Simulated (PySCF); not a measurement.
**ScF: one state, many levels of theory**

State: ³Δ (triplet), unpaired electrons σ ↑, δ ↑. Set-up: PySCF, no relativity, basis sets Sc def2-TZVPP, F def2-TZVPP. De refers to Sc (3d1 4s2) + F in their high-spin ground configurations, without counterpoise correction. The functionals are run spin-unrestricted. A positive dipole means Sc(−)F(+).

```tsv
Level	Re (Å)	ωe (cm⁻¹)	De (eV)	μ (D)	CPU s a point (SCF and correlation, without the integrals)
UHF	1.892	636	n/a	-2.70	1.2
UHF-MP2	1.865	648	n/a	n/a	2.3
UHF-SCS-MP2	1.875	641	n/a	n/a	n/a
PBE	1.839	659	6.68	-2.73	1.7
PBEsol	1.821	680	7.00	-2.62	1
r²SCAN	1.838	670	6.63	-2.88	2.4
PBE0	1.840	666	6.27	-2.78	3.2
r²SCAN0	1.841	671	6.24	-2.96	3.3
B97-3	1.854	648	5.94	-2.71	4.6
HSE06	1.842	666	6.26	-2.88	2.9
MN15	1.848	656	6.01	-3.00	3.3
```

(1) What does a quarter of exact exchange do here, going from PBE to PBE0?

(2) What does the step from GGA to meta-GGA do here, going from PBE to r²SCAN?

(3) What does a quarter of exact exchange do here, going from r²SCAN to r²SCAN0?

Correlated steps freeze 6 core orbitals. The metal atom is held in its measured ground configuration; semilocal functionals can put another filling of s and d lower by some tenths of an eV, and De to that atom would be smaller. The state is the lowest single determinant that the PBE0 search found; with open d or f shells the true ground state can be another one.

The whole job (state search and all levels along the bond) took about 8.1 min on 1 thread of Arm Neoverse V2 (shared host), peak memory 3 GiB.

## Answers

(1) PBE0 less PBE: +0.1 pm in Re, +1.1 % in ωe, -0.41 eV in De. Exact exchange removes part of the self-interaction that spreads semilocal densities, and in most molecules shortens and stiffens the bond and lowers De; so it does here.

(2) r²SCAN less PBE: -0.1 pm in Re, +1.7 % in ωe, -0.05 eV in De. 

(3) r²SCAN0 less r²SCAN: +0.3 pm in Re, +0.1 % in ωe, -0.39 eV in De. Exact exchange removes part of the self-interaction that spreads semilocal densities, and in most molecules shortens and stiffens the bond and lowers De; here Re goes the other way.
